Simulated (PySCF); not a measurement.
# Energy of Os (osmium, neutral) between two integer charges

The 6s beta orbital of [Xe] 4f14 5d6 6s2 is emptied in steps (occupation f), with all orbitals relaxed, ending at [Xe] 4f14 5d6 6s1. All numbers are calculated (PySCF 2.14, a scalar-relativistic core potential, in aug-cc-pVTZ-PP with ECP60MDF). The exact energy is a straight line in f; departures are measured from the line between the end points of the same method.

| f | UHF (eV) | LDA (eV) |
| --- | --- | --- |
| 1 | 0.000 | 0.000 |
| 0.75 | 0.041 | -0.600 |
| 0.5 | 0.052 | -0.833 |
| 0.25 | 0.037 | -0.684 |
| 0 | 0.000 | 0.000 |

| method | E(f=0) − E(f=1) (eV) | −ε at f=1 (eV) | −ε at f=0.5 (eV) |
| --- | --- | --- | --- |
| UHF | 6.524 | 6.753 | 6.515 |
| LDA | 8.770 | 5.613 | 8.541 |

Orbital energy along the path (eV):

```csv
f,UHF,LDA
1,-6.753,-5.613
0.75,-6.624,-7.119
0.5,-6.515,-8.541
0.25,-6.419,-10.366
0,-6.335,-12.646
```

Reference removal energy between the ground levels: 8.438 eV (measured; NIST Atomic Spectra Database, ionization energies). The calculation has no spin-orbit coupling. UHF lacks correlation.
